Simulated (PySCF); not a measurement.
**Spin-rotation constants: SMILES O=C1C=C(F)[SiH2]C1, C4H5FOSi**

Geometry:
| atom | x (Å) | y (Å) | z (Å) |
| --- | --- | --- | --- |
| O1 | -1.011 | -2.339 | 0.355 |
| C2 | -0.478 | -1.262 | 0.240 |
| C3 | 0.977 | -1.068 | 0.178 |
| C4 | 1.381 | 0.171 | -0.109 |
| F5 | 2.680 | 0.484 | -0.219 |
| Si6 | -0.038 | 1.408 | -0.352 |
| C7 | -1.261 | 0.042 | 0.137 |
| H8 | 1.629 | -1.914 | 0.334 |
| H9 | -0.127 | 1.837 | -1.746 |
| H10 | 0.058 | 2.527 | 0.584 |
| H11 | -1.711 | 0.220 | 1.116 |
| H12 | -2.098 | -0.108 | -0.544 |

Theory: GIAO wB97X-D/pcSseg-1 magnetisability, rotational g tensor and spin-rotation constants, non-relativistic, gas phase in PySCF. Geometry: GFN2-xTB.

Question: Give the nuclear spin-rotation constants along the inertial axes (H = +C I·J) beside the isotropic shieldings.

Answer: Rotational constants 3.4259, 1.8756, 1.2420 GHz. A star marks the isotopologue with that one atom substituted, in its own axes.
| atom | isotope | Caa (kHz) | Cbb (kHz) | Ccc (kHz) | mean (kHz) | σ (ppm) |
| --- | --- | --- | --- | --- | --- | --- |
| F5 | 19F | 6.635 | 2.973 | 0.045 | 3.218 | 264.3 |
| H8 | 1H | -0.374 | 0.219 | -0.155 | -0.103 | 25.3 |
| H9 | 1H | -0.287 | -0.133 | 0.012 | -0.136 | 27.2 |
| H10 | 1H | -0.226 | -0.116 | -0.021 | -0.121 | 27.2 |
| H11 | 1H | -0.338 | -0.174 | -0.010 | -0.174 | 29.8 |
| H12 | 1H | -0.231 | -0.128 | -0.078 | -0.146 | 29.9 |
| O1 | 17O* | -3.571 | -1.250 | -0.067 | -1.629 | -323.3 |
| C2 | 13C* | 1.630 | 1.016 | 0.308 | 0.985 | -16.6 |
| C3 | 13C* | 1.294 | 0.805 | 0.214 | 0.771 | 47.7 |
| C4 | 13C* | 1.768 | 0.910 | 0.346 | 1.008 | -19.4 |
| Si6 | 29Si* | -1.829 | -1.107 | -0.728 | -1.221 | 400.1 |
| C7 | 13C* | 0.605 | 0.190 | 0.207 | 0.334 | 164.3 |

For the geometry as given, no vibrational averaging.

Question: How do the rotational constants and the g tensor change when H8, H9, H10, H11, H12 are replaced by deuterium?

Answer: Constants 2.9752, 1.7869, 1.1659 GHz; g -0.0517, -0.0356, -0.0146, against -0.0592, -0.0374, -0.0155 before.
